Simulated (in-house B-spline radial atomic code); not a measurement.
Sr³⁴⁺. Computed with a B-spline radial atomic code. Model: all-electron spherical atom, spin shells full or empty, radial basis limit, no spin-orbit coupling: exact exchange with a local potential (Slater, KLI or optimised effective potential, whose far tail is KLI's), no correlation.

The run also made RPA and GW results, which its time includes.

The Slater potential averages the orbital exchange potentials with the orbital densities as weights, KLI adds orbital constants, and the optimised effective potential minimises the exact-exchange energy among local potentials. So their energies lie above Hartree-Fock in the order OEP, KLI, Slater. All fall off as −1/r, unlike LDA and GGA exchange.

Command:
```bash
python run_gw.py task.json out
```
Settings (lengths in bohr, energies in hartree):
```
Z                      38
electrons              4
configuration          [He] 2s2
hamiltonian            nr
method                 kli
lmax                   9
spin_polarised         False
box_radius             2.78
intervals              62
ion_configuration      [He] 2s1
```

Time taken, with all properties: 1.5 s on 1 thread of Intel(R) Xeon(R) Platinum 8488C (Sapphire Rapids), on a shared host.

Given: hamiltonian non-relativistic; mean-field start exchange-only KLI.

Computed: energy above Hartree-Fock 1.2762 millihartree; virial ratio -E/T less 1 -0.000536.

```
radius (bohr)  r times exchange potential (hartree bohr)
      0.00132                                  -0.045866
      0.00155                                  -0.053817
      0.00182                                          ?
      0.00214                                  -0.074134
      0.00251                                  -0.086804
      0.00296                                   -0.10212
      0.00348                                   -0.11967
      0.00409                                   -0.14004
      0.00481                                   -0.16373
      0.00565                                   -0.19086
      0.00664                                   -0.22202
      0.00781                                   -0.25765
      0.00919                                   -0.29784
       0.0108                                   -0.34213
       0.0127                                   -0.39061
       0.0149                                   -0.44158
       0.0176                                   -0.49665
       0.0206                                   -0.54853
       0.0243                                   -0.60005
       0.0285                                    -0.6436
       0.0336                                   -0.67821
       0.0395                                   -0.69753
       0.0464                                   -0.69693
       0.0545                                   -0.66994
       0.0641                                   -0.61126
       0.0754                                   -0.54505
       0.0887                                   -0.54789
        0.104                                   -0.63467
        0.123                                   -0.74651
        0.144                                   -0.83563
        0.169                                    -0.9042
        0.199                                   -0.95169
        0.234                                    -0.9793
        0.275                                   -0.99275
        0.324                                   -0.99806
        0.381                                          ?
        0.448                                   -0.99994
```

Q: What belongs in the row 0.00182?

A: r times exchange potential (hartree bohr): -0.063134.

Q: What belongs in the row 0.381?

A: r times exchange potential (hartree bohr): -0.99961.

```json
{"occupied": "1s", "level (hartree)": "-678.81", "Hartree-Fock level (hartree)": "-683.89"}
{"occupied": "2s", "level (hartree)": "-160.13", "Hartree-Fock level (hartree)": "-160.13"}
```

| empty | level (hartree) |
| --- | --- |
| 2p | -157.12 |
| 3s | -69.993 |
| 3p | -69.1 |
| 3d | -68.292 |
| 4s | -39.083 |
| 4p | ? |
| 4d | -38.391 |
| 4f | -38.292 |

Q: What belongs in the row 4p?

A: level (hartree): -38.711.
